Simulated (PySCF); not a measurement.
Species: C4H10FNSi.
Z-matrix (Å and degrees, GFN2-xTB geometry), rows numbered from 1:
```
F 
Si  1  1.6081
N   2  1.7109  1  105.10
C   3  1.4353  2  124.88  1    47.03
C   4  1.5409  3  116.38  2  -158.26
C   5  1.5364  4   89.35  3  -133.22
C   6  1.5361  5   89.74  4    11.90
H   2  1.4518  1  107.99  3  -114.08
H   2  1.4605  1  102.75  3   123.58
H   3  1.0089  2  118.04  1  -161.18
H   4  1.0900  3  107.79  2   -31.05
H   5  1.0872  4  116.15  3   107.30
H   5  1.0888  4  111.93  3   -18.59
H   6  1.0881  5  116.02  4   130.89
H   6  1.0877  5  112.63  4  -102.65
H   7  1.0892  4  111.90  3    17.23
H   7  1.0874  4  116.22  3  -108.88
```

Computed, not measured: TDDFT wB97X-D/def2-SVPD, vertical, gas phase, core orbitals frozen in the response (PySCF).

Kohn–Sham orbitals with the atoms that hold most of them (Löwdin shares over 4%, at most four atoms; ? is withheld):

```
orbital  ε (eV)                              atoms
 LUMO+2    2.67  C6 20%, Si2 14%, H14 12%, H15 11%
 LUMO+1    2.19      Si2 31%, C7 9%, H10 9%, C5 6%
   LUMO    2.14                                  ?
   HOMO   -8.79     N3 50%, C7 11%, C4 11%, Si2 9%
 HOMO-1  -10.59                                  ?
 HOMO-2  -10.94     C6 20%, C5 20%, C7 18%, H12 9%
 HOMO-3  -11.19    C6 22%, C5 17%, C7 11%, H15 11%
```

Question: Give the leading atoms of the LUMO.

Answer: Si2 (bonded to F, N and 2 H) 37%; H8 (bonded to Si) 13%; H9 (bonded to Si) 13%; F1 (bonded to Si) 9%. By element: silicon 37%, hydrogen 26% or more, fluorine 9%.

Question: Which atoms hold the HOMO-1, and with what shares?

Answer: C4 (bonded to 2 C, N and H) 20%; C6 (bonded to 2 C and 2 H) 18%; C5 (bonded to 2 C and 2 H) 16%; C7 (bonded to 2 C and 2 H) 12%.

Question: How does S1 compare with the orbital gap of 10.93 eV?

Answer: S1 is at 6.39 eV (f = 0.039), 4.54 eV below the gap, made of HOMO→LUMO (92%). 

Question: One configuration dominates each of S1 and S2. Which, and how do the shares of the two leading atoms of either orbital change from the occupied to the empty one?

Answer: 
- S1 (6.39 eV, f 0.039), HOMO→LUMO (92%): N3 50% → at most 10%, C7 11% → at most 10%, Si2 9% → 37%, H8 at most 9% → 13%
- S2 (6.55 eV, f 0.014), HOMO→LUMO+1 (79%): N3 50% → at most 7%, C7 11% → 9%, Si2 9% → 31%

Löwdin shares depend on the basis, the more so with diffuse functions.

One conformer stands for the species.

Without π bonds the low states are Rydberg-like; a valence basis with one diffuse set may place them up to an eV too high.
